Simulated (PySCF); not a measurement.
A structure optimised at B3LYP-D3(BJ)/def2-TZVP, used in a PySCF frequency run:

```
Si
O 1 1.4941
O 1 1.5373 2 174.81
H 3 0.9721 1 141.07 2 180.00
```
Charge +1, spin multiplicity 1.

Task: Write its SMILES, formula and point group.

Result: O=[Si]=[OH+], HO2Si, Cs

Task: What are its rotational constants (standard atomic weights)?

Result: 1464.8, 6.4250, 6.3969 GHz
